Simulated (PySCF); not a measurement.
Species: C7H10Cl2.
Geometry (PBE0-D3(BJ)/def2-SVP, Å), atoms numbered from 1 in this order:
```
atom  x, y, z in Å
Cl1    2.9453   -1.6554   -2.4758
C2     2.7937   -0.9966   -0.8042
C3     1.7982    0.1020   -0.7233
Cl4    2.4074    1.6706   -1.1736
C5     0.5086   -0.0535   -0.3963
C6    -0.5241    1.0408   -0.3410
C7    -1.7485    0.3752    0.2916
C8    -1.6444   -1.0764   -0.1731
C9    -0.1457   -1.3782   -0.0720
H10    2.5010   -1.8360   -0.1616
H11    3.7928   -0.6502   -0.5111
H12   -0.7446    1.3741   -1.3719
H13   -0.1598    1.9303    0.1952
H14   -2.6960    0.8584    0.0118
H15   -1.6717    0.4197    1.3915
H16   -1.9656   -1.1537   -1.2257
H17   -2.2642   -1.7729    0.4104
H18    0.1855   -2.1865   -0.7412
H19    0.1115   -1.6811    0.9598
```

Probes without a nucleus sit at each ring's centroid and 1 Å off its mean plane on both sides; NICS is minus the shielding there, NICSzz its component along the normal. Level: GIAO PBE0/pcSseg-1 (PySCF, non-relativistic, gas phase) on the PBE0-D3(BJ)/def2-SVP geometry, one conformer.

Ring bond lengths (Å), with Mayer bond orders in brackets: C5–C6 1.506 (1.05), C6–C7 1.531 (1.02), C7–C8 1.528 (1.03), C8–C9 1.532 (1.02), C9–C5 1.513 (1.04).

**Question.** What do the NICS probes read (ppm)?

**Answer.** 
```tsv
ring	type	NICS(0)	NICS(1), two faces	NICS(1)zz, two faces	rms pucker (Å)	centre to ring atoms, mean (Å)
C5–C6–C7–C8–C9	5-membered carbocycle; formal bonds all single	-3.4	-3.8 / -3.4	-2.4 / -2.5	0.17	1.28
```

**Question.** What can be read from them?

**Answer.** 
- C5–C6–C7–C8–C9: mean NICS(1)zz -2.5 ppm, near zero. C6, C7, C8, C9 have four or more neighbours, so the value isn't read as a sign of a π ring current.

**Question.** Give the inner angles of the rings and the Hirshfeld charges of the ring atoms.

**Answer.** 
- C5–C6–C7–C8–C9: C5 109.4° (+0.009 e), C6 104.3° (-0.073 e), C7 103.5° (-0.066 e), C8 103.5° (-0.064 e), C9 103.7° (-0.066 e); sum 524.4° against 540° for a flat convex ring.

**Question.** What are the shieldings of the ring atoms and their hydrogens in the same run (means over atoms taken as equivalent)?

**Answer.** 
```tsv
atoms	environment	σ isotropic (ppm)	principal values of the symmetric part, first atom (ppm)
C5	fully substituted alkene carbon	27.2	-68.7, 35.0, 115.2
C6	allylic carbon	147.7	129.1, 149.7, 164.4
C7	ring CH2 carbon	155.4	133.6, 163.6, 169.1
C8	ring CH2 carbon	154.0	129.1, 163.9, 168.8
C9	allylic carbon	150.3	132.9, 153.7, 164.3
H12 (×2)	methylene hydrogen	28.87	23.8, 29.0, 34.2
H14 (×2)	methylene hydrogen	29.62	24.7, 26.8, 37.0
H16 (×2)	methylene hydrogen	29.57	25.3, 27.9, 35.9
H18 (×2)	methylene hydrogen	28.85	23.1, 29.2, 33.7
```

**Question.** How do the values depend on the level or the medium?

**Answer.** 
```json
{"level": "PBE0/pcSseg-1, gas", "NICS(0), C5–C6–C7–C8–C9": "-3.4", "mean NICS(1)zz, C5–C6–C7–C8–C9": "-2.5"}
{"level": "WP04/pcSseg-1, gas", "NICS(0), C5–C6–C7–C8–C9": "-3.1", "mean NICS(1)zz, C5–C6–C7–C8–C9": "-1.9"}
```

The geometry is the same throughout.

Time: 42 s wall. Hardware: an Arm Neoverse V2 with one thread (shared host). This is the whole shielding run at PBE0/pcSseg-1, SCF included.
